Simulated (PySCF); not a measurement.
# A small calculation by hand: oscillator strength and radiative lifetime

Si(NHSiH3)(Cl)3 (Cl3H4NSi2), SMILES [SiH3]N[Si](Cl)(Cl)Cl.

Geometry optimised at PBE0-D3(BJ)/def2-SVP. Other conformers were not sampled.

TDDFT-B3LYP/def2-SVPD (PySCF) puts the first singlet state with f over 0.02 at 7.58 eV (vertical), with the transition dipole (0.176, 0.353, -0.017) in atomic units.

Q: Find the oscillator strength, the wavelength and the radiative lifetime that this transition would have in vacuum if emission retraced absorption.

A: 
|μ|² = 0.1559 au, so |μ| = 1.00 D. ΔE = 7.58/27.211 = 0.2786 hartree. f = (2/3) ΔE |μ|² = 0.029 (the program prints 0.029).
λ = 1239.84/7.58 = 164 nm; ν = 61137 cm⁻¹.
Einstein's coefficient A = 0.6670 ν² f s⁻¹ (ν in cm⁻¹) = 7.2e7 s⁻¹, so τ = 1/A = 14 ns. This state is S5; the lower singlets have f = 0.006, 0.000, 0.004, 0.004. The figure is the radiative limit of this one transition; relaxation, internal conversion, crossing to triplets and a medium change what is measured.
